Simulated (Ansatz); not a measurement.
System: C3H8FSi, charge 0, multiplicity 2. It need not be the lowest isomer of its formula. 
Structure (B3LYP-D3(BJ)/def2-TZVP (Ansatz, an electronic-structure program) minimum search):
SMILES: [CH2][Si](C)(C)F
```xyz
13

C      1.7485    -0.0288    -0.6706
Si     0.0430     0.0055     0.0161
C     -0.8085    -1.6453    -0.1659
C     -0.9803     1.3691    -0.7435
F      0.1777     0.3161     1.5970
H      1.9545    -0.2180    -1.7191
H      2.6311     0.1379    -0.0631
H     -0.8987    -1.9172    -1.2204
H     -0.2493    -2.4354     0.3379
H     -1.8137    -1.6116     0.2605
H     -0.5218     2.3454    -0.5781
H     -1.0776     1.2216    -1.8219
H     -1.9845     1.3849    -0.3137
```
Charge 0, spin multiplicity 2.

Basis-set convergence of Hartree-Fock and CCSD(T) correlation energies (hartree) with Ansatz. Cores are frozen in the correlated levels unless marked. UHF or UKS for open shells. Spin-orbit coupling is left out. Non-relativistic.

| basis | functions | E(HF) | E(corr, CCSD(T)) |
|---|---|---|---|
| cc-pV(D+d)Z | 119 | -506.70434 | -0.76646 |
| cc-pV(T+d)Z | 271 | -506.79635 | -0.95384 |
| cc-pV(Q+d)Z | 524 | -506.81702 | -1.01412 |

Extrapolating the two largest sets (X = 3 and 4) as X^-3: E(corr) = (64·(-1.01412) - 27·(-0.95384))/37 = -1.0581 Eh, an estimate of the basis-set limit. The largest set recovers 95.8 % of it, the smallest 72.4 %.
